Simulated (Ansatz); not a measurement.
C2H8Si2, charge +1, doublet, at the geometry of the source list (a state made from the parent by changing its charge; the spin is typed, not shown lowest), with bond 7-2 at 2.4 times its length; SC-NEVPT2/6-31G, CASSCF(5,7) (Ansatz, a program for electronic structure).

The Ansatz input:
Ansatz 0.2 input:
```yaml
crystal:
  periodic: [false, false, false]
  atoms:
    - {symbol: C, position_ang: [0.26250000, 0.35340000, 1.25290000]}
    - {symbol: Si, position_ang: [1.34650000, -0.24600000, -0.21410000]}
    - {symbol: C, position_ang: [-0.26820000, -0.39210000, -1.24010000]}
    - {symbol: Si, position_ang: [-1.34200000, 0.27800000, 0.20300000]}
    - {symbol: H, position_ang: [0.51390000, 1.33930000, 1.63570000]}
    - {symbol: H, position_ang: [0.26460000, -0.31590000, 2.11030000]}
    - {symbol: H, position_ang: [3.60994000, 2.16552000, -1.41362000]}
    - {symbol: H, position_ang: [2.05570000, -1.50870000, 0.01340000]}
    - {symbol: H, position_ang: [-0.29120000, 0.20620000, -2.14790000]}
    - {symbol: H, position_ang: [-0.51380000, -1.40870000, -1.54080000]}
    - {symbol: H, position_ang: [-1.95290000, 1.58480000, -0.05650000]}
    - {symbol: H, position_ang: [-2.36470000, -0.64910000, 0.69800000]}
basis:
  gaussian:
    orbitals: 6-31G
total_charge: 1
correlation: {method: sc_nevpt2, electrons: all, active_space: {window: {electrons: 5, orbitals: 7}}}
magnetization: {spin_polarized: false, initial_magnetization: 1}
```

The log (banner, timings and long lists left out):

```
Functional definition: HF
790 factors; integrals over basis functions are off by at most 1.9e-4 eV
mean field evaluation 1: about -17887.6666 eV, gradient 4.3e1 eV
mean field evaluation 2: about -17887.6682 eV, gradient 4.3e1 eV
mean field evaluation 4: about -17894.8497 eV, gradient 1.2e1 eV
mean field evaluation 8: about -17897.2600 eV, gradient 7.7e-1 eV
mean field evaluation 16: about -17896.9704 eV, gradient 4.3e0 eV
mean field -17897.27233120 eV, -657.7126269646 hartree, gradient 2.7e-6 eV, S^2 0.750000; 1 other end points of the search recorded, 0 dependent functions left out
reference -17897.27233120 eV, -657.7126269646 hartree; 24, 23 occupied and 36, 37 virtual orbitals, 790 factors
state -17898.48324516 eV, -657.7571272318 hartree
state -17898.48324516 eV, -657.7571272318 hartree; corrected -17905.17146449 eV, -658.0029147590 hartree
state -17898.30645340 eV, -657.7506302547 hartree
state -17898.30645340 eV, -657.7506302547 hartree; corrected -17905.34584038 eV, -658.0093229547 hartree
state -17898.30645340 eV, -657.7506302547 hartree; corrected -17905.34584038 eV, -658.0093229547 hartree
state -17898.30045081 eV, -657.7504096637 hartree
state -17898.30045081 eV, -657.7504096637 hartree; corrected -17905.36026013 eV, -658.0098528707 hartree
state -17898.30045081 eV, -657.7504096637 hartree; corrected -17905.36026013 eV, -658.0098528707 hartree
WARN: the results are in doubt because another end's mean lies 0.183 eV lower, and its corrected mean 0.189 eV higher
Total energy: -17905.36026013 eV, -658.0098528707 hartree
In doubt: another end's mean lies 0.183 eV lower, and its corrected mean 0.189 eV higher
```
